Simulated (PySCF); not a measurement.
## Vibration and rotation of GaC

UHF-CCSD(T) constants of GaC, ⁴Σ⁻ (quartet), unpaired electrons σ ↑, π ↑↑ (PySCF, no relativity, basis sets Ga def2-SVPD, C def2-SVPD; masses 68.9256 and 12.0000 u):

```
ωe           : 544.8 cm⁻¹
ωexe         : 3.18 cm⁻¹
Be           : 0.40533 cm⁻¹
αe           : 0.00369 cm⁻¹
De to Ga + C : 3.00 eV
```

Q: What force constant and bond length do these constants imply?

A: Reduced mass μred = 10.221 u; k = 5.8918×10⁻⁷·μred·ωe² (u, cm⁻¹, mdyn/Å) = 1.79 mdyn/Å; Re = √(16.8576/(μred·Be)) (u, cm⁻¹, Å) = 2.017 Å.

Q: Estimate the centrifugal constant D from the Kratzer relation and find the Dunham coefficient a1.

A: D = 4Be³/ωe² = 8.97e-07 cm⁻¹; a1 = −1 − αeωe/(6Be²) = -3.04.

Correlated steps freeze 10 core orbitals. Correlated levels converge slowly with the basis: in double zeta they bind strong bonds too weakly, by up to about 1 eV, and carry superposition errors of some tenths. Spin–orbit coupling is left out. The state was picked by a PBE0 search and need not be the measured ground state.
